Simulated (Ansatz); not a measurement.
Ansatz results at the PBE0-D4/def2-TZVP geometry: LUMO energy (PBE0/def2-TZVPP) -0.97 eV; HOMO energy (ωB97M-V/def2-TZVPP) -8.86 eV; HOMO energy (PBE/def2-TZVPP) -5.44 eV.

(1) Which molecule gave them?
A. `N1[SiH2]OP1`
B. `[SiH3][Ga]1[CH2][SiH2]1`
C. `BC(=C)Cl`
D. `O[SiH]1NP1`

## Answers

(1) A. The others give `O[SiH]1NP1`: -0.37, -8.76, -5.50; `[SiH3][Ga]1[CH2][SiH2]1`: -1.65, -7.82, -4.99; `BC(=C)Cl`: -2.48, -10.04, -6.76.
